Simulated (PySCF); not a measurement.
## How methods differ on the excitation energy of Pt⁺

Pt⁺ [Xe] 4f14 5d9 (2D) → Pt⁺ [Xe] 4f14 5d8 6p1 (high-spin determinant), as a difference of total energies. All numbers are calculated (PySCF 2.14, scalar relativity through the core potential, in aug-cc-pVDZ-PP with ECP60MDF (5s5p4d2f, 54 functions)). Correlated levels: valence: 5s2 5p6 frozen. The calculations carry no spin-orbit coupling.

| method | excitation energy (eV) |
| --- | --- |
| UHF | 6.535 |
| MP2 (valence) | 7.509 |
| SCS-MP2 (valence) | 7.570 |
| CCSD (valence) | 7.276 |
| CCSD(T) (valence) | 7.278 |

Problem. How much does correlation contribute at CCSD(T) (valence)?

Solution. 7.278 − (6.535) = 0.743 eV, measured against UHF.

The determinant of the upper state mixes LS terms, which raises its energy above the lowest term, most at the Hartree-Fock and MP2 levels.
